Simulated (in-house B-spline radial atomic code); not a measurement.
How numerical settings move a run on the calcium ion Ca⁺, [Ar] 4s1. Computed with an all-electron radial atomic-structure program (B-spline basis): Dirac-Hartree-Fock, average of configuration, Fermi nucleus of rms radius 3.4776 fm.

Command:
```bash
python run_scf.py task.json out
```
Settings of the sound reference run:
```
Z                20
electrons        19
configuration    [Ar] 4s1
hamiltonian      dirac
method           hf
spin_polarised   False
nucleus          fermi
rms_radius       3.4776
mass_number      40
atomic_mass      39.96259
speed_of_light   137.036
knot_spacing     0.22
spline_order     8
gauss_points     12
box_radius       35.29
max_iterations   70
damping          0.5
damped_steps     3
diis_vectors     10
tolerance        1e-08
start            Thomas-Fermi
```

Time taken, with all properties: 0.69 s on 1 thread of Intel(R) Xeon(R) 6975P-C, on a shared host.

It converges in 9 iterations to -679.521213 hartree, with 4s1/2 at -11.373 eV. The other runs change the listed settings, some to values that make no sense; their results aren't properties of the atom or ion. Radii are in bohr (the nuclear one in fm), a minus after a letter asks for a j subshell, and «unchanged» means within 1e-8 hartree. The run stops when the residual is below 10 × tolerance × max(1, Z/10), or a noise floor if that is larger, and the energy moves by less than 1e-8 × √|E| hartree; so very loose and very tight tolerances often act alike.

| changed settings | outcome |
| --- | --- |
| knot_spacing = 1.4, max_iterations = 3, tolerance = 0.0001 | not converged after 3 iterations, last residual 1.1e-01, last energy +5.25e+00 hartree from the reference |
| gauss_points = 3, box_radius = 141.16, max_iterations = 5, tolerance = 0.0001 | not converged after 5 iterations, last residual 3.5e-03, last energy +5.79e-04 hartree from the reference |
| first_knot = 0.05 | converged in 9 iterations, energy +1.03e-01 hartree from the reference, 4s1/2 level -9.5e-04 eV |
| spline_order = 3 | converged in 9 iterations, energy +1.41e-02 hartree from the reference, 4s1/2 level +2.2e-03 eV |
| speed_of_light = 22.00798 | converged in 10 iterations to -893.1856 hartree, a different physical problem |
| gauss_points = 5, max_iterations = 75, start = bare nucleus | converged in 10 iterations, energy unchanged, 4s1/2 level +4.3e-07 eV |
| electrons = 20, configuration = [Ar] 4s1 3f1, max_iterations = 50 | stopped with error: there is no 3f shell |
| diis_vectors = 20 | converged in 9 iterations, energy unchanged |
| spline_order = 4 | converged in 9 iterations, energy +2.07e-04 hartree from the reference, 4s1/2 level +4.0e-05 eV |
| diis_vectors = 2 | converged in 11 iterations, energy unchanged |
| spline_order = 5 | converged in 9 iterations, energy +5.70e-06 hartree from the reference, 4s1/2 level +1.3e-06 eV |
| electrons = 21, configuration = [Ar] 4s3, max_iterations = 50 | stopped with error: shell 4s holds at most 2 electrons |
| first_knot = 0.005 | converged in 9 iterations, energy -3.31e-04 hartree from the reference, 4s1/2 level -1.3e-05 eV |
| max_iterations = 60, damped_steps = 30, start = bare nucleus | converged in 24 iterations, energy unchanged, 4s1/2 level -1.1e-06 eV |
| diis_vectors = 1 | converged in 13 iterations, energy unchanged |

Q: What happens with diis_vectors = 0?

A: Converged in 24 iterations, energy unchanged, 4s1/2 level -9.0e-07 eV.

Q: What happens with spline_order = 7?

A: Converged in 9 iterations, energy +1.60e-08 hartree from the reference.

Q: What happens with spline_order = 6?

A: Converged in 9 iterations, energy +2.56e-07 hartree from the reference.

Q: What happens with diis_vectors = 4?

A: Converged in 9 iterations, energy unchanged, 4s1/2 level +6.3e-07 eV.
